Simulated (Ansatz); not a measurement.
`[OH][AlH][CH2]S` → `[CH2]` (triplet) + `[OH][AlH][SH]`  (formal loss of a carbene)

Gas-phase electronic energies from Ansatz, PBE0-D4/def2-TZVP geometries. CCSD(T)/CBS is the MP2 limit (def2-TZVPP, def2-QZVPP) plus CCSD(T) − MP2 in def2-TZVPP, frozen cores. This one scheme is used for every species. DFT in def2-TZVPP. B3LYP here is the variant with VWN-RPA as its local correlation; programs differ in this. Triplets are unrestricted, without spin–orbit coupling. One conformer a species, not always the lowest.

`[OH][AlH][CH2]S`:

```xyz
9

O     1.556   -0.354   -1.642
Al    0.937   -0.905   -0.167
C    -0.556    0.026    0.710
S    -1.079    1.426   -0.294
H     1.217    0.413   -2.102
H     1.608   -2.184    0.465
H    -1.379   -0.682    0.853
H    -0.232    0.356    1.702
H    -2.073    1.903    0.475
```

`[CH2]` (triplet):

```xyz
3

C    -0.038    0.079    0.262
H     0.002   -0.994    0.155
H     0.035    0.915   -0.417
```

`[OH][AlH][SH]`:

Z-matrix (Å, degrees):
```
Al
S 1 2.186
O 1 1.690 2 122.3
H 1 1.569 2 119.3 3 -179.9
H 2 1.344 1 94.2 3 -0.1
H 3 0.955 1 126.2 2 0.1
```

**Question.** Is it downhill or uphill in electronic energy at CCSD(T)/CBS, and by how much? (Best estimate.)

**Answer.** Computed: Uphill: ΔE = +306.7 kJ/mol.

**Question.** What do these levels give: BLYP-D4, r2SCANh-D4, BHLYP-D4, B2PLYP, B3LYP, MP2/def2-TZVPP? (Best estimate.)

**Answer.** Ansatz gave: BLYP-D4 305.1, r2SCANh-D4 280.7, BHLYP-D4 286.7, B2PLYP 296.8, B3LYP 291.2, MP2/def2-TZVPP 305.8 kJ/mol.

**Question.** What do rigid-rotor, harmonic-oscillator terms from PBE0-D4/def2-TZVP frequencies (298.15 K, 1 bar) make of the CCSD(T)/CBS value? (An estimate is asked.)

**Answer.** The calculation gave: ΔZPE = -24.4 kJ/mol, ΔH = +288.1 kJ/mol, ΔS = 144 J/(mol·K), ΔG = +245.2 kJ/mol. Open shells count their whole term as degenerate. Modes under 50 cm⁻¹ make the entropy rough.

Largest T1 diagnostic among the species: 0.012.

Leaving LDA and LC-ωPBE aside and taking each functional with its dispersion term where it has one, the values, not all of them listed here, spread over 41.8 kJ/mol, from r2SCAN0-D4 to ωB97X-V. LDA lies +71.9 kJ/mol from PBE without D4. From r2SCAN to r2SCAN0 (25 % exact exchange), in def2-TZVPP and without D4, ΔE moves by −5.4 kJ/mol.
